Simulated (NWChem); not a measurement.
System: GaPH₄O₂; SMILES [OH][Ga]([OH])[PH2]

Here is an NWChem input.

```
start job
memory heap 200 mb stack 900 mb global 1100 mb
geometry units angstroms noautosym nocenter noautoz
  Ga     0.008214     0.322023    -0.006697
  O     -1.542143     1.210955    -0.006820
  H     -1.483458     2.171000     0.019905
  O      1.550831     1.223384     0.034091
  H      1.483738     2.182902     0.060974
  P      0.016372    -1.971624     0.068166
  H      1.075139    -2.054826    -0.887443
  H     -1.015735    -2.063212    -0.915389
end
basis spherical
  * library def2-svpd
end
dft
  xc xcamb88 1.00 lyp 0.81 vwn_5 0.19 hfexch 1.00
  cam 0.33 cam_alpha 0.19 cam_beta 0.46
  iterations 150
end
property
  response 1 0.0
end
task dft property
```

All runs use the structure optimised with PBE0/def2-SVP.

Static field.

Predict the main results of this run. (CAM-B3LYP/def2-SVPD.) Quantities: isotropic polarisability (bohr³); anisotropy (bohr³).


| Property | Value |
|---|---|
| isotropic polarisability (bohr³) | 63.5 |
| anisotropy (bohr³) | 24.2 |
